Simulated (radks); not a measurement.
Ionisation of the nickel ion Ni+, [Ar] 3d9, to [Ar] 3d8 as the strength of local exchange is varied. All-electron calculation, scalar-relativistic Kohn-Sham, Slater X-alpha exchange (alpha = 2/3 is LDA exchange), no correlation, spin-polarised, spherical densities, finite nucleus; open shells are filled with parallel spins first; Fermi nuclear charge, rms radius 3.7757 fm. Program: a radial shooting solver on a logarithmic mesh with Libxc functionals.

alpha  E(Ni+) (hartree)  exchange (hartree)  IE (eV)  -e of the level emptied (eV)  <r> of it (bohr)
0.563       -1506.37699           -48.92551   16.729                   10.104 (3d)             1.133
0.616       -1510.99393           -53.71391   17.543                   10.760 (3d)             1.113
0.667       -1515.45147           -58.35116   18.357                   11.423 (3d)             1.096
0.724       -1520.45065           -63.56818   19.304                   12.202 (3d)             1.076
0.844       -1531.03453           -74.66888   21.422                   13.976 (3d)             1.039
0.874       -1533.69304           -77.46884   21.978                   14.448 (3d)             1.030
0.931       -1538.75801           -82.81594   23.064                   15.378 (3d)             1.014

NIST Atomic Spectra Database: 18.169 eV (measured). The Delta-SCF value meets it near alpha = 0.66. Open shells are spherical and high-spin; term and fine-structure splittings are not resolved.
